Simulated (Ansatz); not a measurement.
C₅H₇FO₂ (SMILES C=C(F)C(=O)OCC), singlet, at a GFN2-xTB geometry. Base run: BLYP/STO-3G (Ansatz, an electronic-structure program).

Here is a job for Ansatz.
Ansatz 0.2 input:
```yaml
crystal:
  periodic: [false, false, false]
  atoms:
    - {symbol: C, position_ang: [2.81484351, 0.10214238, 0.20729221]}
    - {symbol: C, position_ang: [1.57603227, 0.33824942, -0.19638991]}
    - {symbol: F, position_ang: [1.31769639, 1.20613037, -1.19065490]}
    - {symbol: C, position_ang: [0.37459893, -0.31786650, 0.39606849]}
    - {symbol: O, position_ang: [0.43945284, -1.11979645, 1.29496247]}
    - {symbol: O, position_ang: [-0.74744258, 0.08674685, -0.18163158]}
    - {symbol: C, position_ang: [-1.96191225, -0.48166286, 0.31183832]}
    - {symbol: C, position_ang: [-3.11708435, 0.10709106, -0.47434626]}
    - {symbol: H, position_ang: [2.97996800, -0.59826716, 1.00475553]}
    - {symbol: H, position_ang: [3.66018044, 0.59226715, -0.24122343]}
    - {symbol: H, position_ang: [-1.91089698, -1.57044941, 0.19851780]}
    - {symbol: H, position_ang: [-2.04567103, -0.25597186, 1.38092592]}
    - {symbol: H, position_ang: [-3.13956817, 1.18668293, -0.35415745]}
    - {symbol: H, position_ang: [-3.00546371, -0.12126394, -1.53069104]}
    - {symbol: H, position_ang: [-4.05276683, -0.31149520, -0.11565748]}
basis:
  gaussian:
    orbitals: STO-3G
hamiltonian:
  xc: blyp
```

Variants of this job, named by their change:

| change | ΔE vs base (µEh) |
|---|---|
| base | 0.0 |
| final_grid = 6, 12, 29 | 4.3 |
| forces = on | 0.0 |
| fitting.mean_field = def2-universal-JKFIT | ___ |
| lower_state_search = light | 0.0 |
| final_grid = 10, 20, 41 | 0.7 |
| point_charge = charge:0.5 position_ang:-4.7643, 5.1994, 2.2937 | 959 |
| nuclear_model = gaussian | 42.0 |
| point_charge = charge:1.0 position_ang:2.6036, -5.7176, 3.2519 | -4788 |
| point_charge = charge:-1.0 position_ang:-4.6939, -2.5725, -5.1932 | -3155 |
| fitting.mean_field = cc-pVTZ-JKFIT | ___ |

### Question
Fill in the missing entries.

### Answer

- fitting.mean_field = def2-universal-JKFIT, ΔE vs base (µEh): -2793
- fitting.mean_field = cc-pVTZ-JKFIT, ΔE vs base (µEh): -500
